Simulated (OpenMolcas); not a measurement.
Rh3+ (d6) among equal point charges was computed by CASSCF with the d shell active (OpenMolcas, ANO-RCC-VTZP on the metal). Its lowest spin-free states, and all those of the highest spin:

```csv
2S+1,Degeneracy,E (cm-1)
5,2,0.0
5,1,1149
5,1,5981
5,1,8393
3,2,15288
3,1,16113
3,1,17517
3,2,18736
1,1,19757
3,1,20338
3,2,20629
3,1,22481
```

**Question.** Is the site octahedral, tetrahedral or cube-like, axial, or of lower symmetry?

**Answer.** The states with 2S+1 = 5 have orbital degeneracies 2, 1, 1, 1. There are pairs but no triples, so the site is axial: not cubic, but with a proper or improper axis of order three or more. The run had Rh3+ among 6 point charges of -1.7 e arranged as a tetragonal octahedron (D4h), 2 Å from the ion, with the axial distance 2.100 Å.

An orbital doublet at a regular site is open to a Jahn-Teller distortion, which this geometry leaves out. Without dynamic correlation the repulsion within the d shell is too large (B by tens of per cent), so at a given field states of lower spin stand too high. Point charges give a weaker field than real ligands, and real ions of this kind are as a rule low spin; the high spin found here belongs to the model. This is an electrostatic model: the charges have no orbitals. No measured value stands beside these numbers.
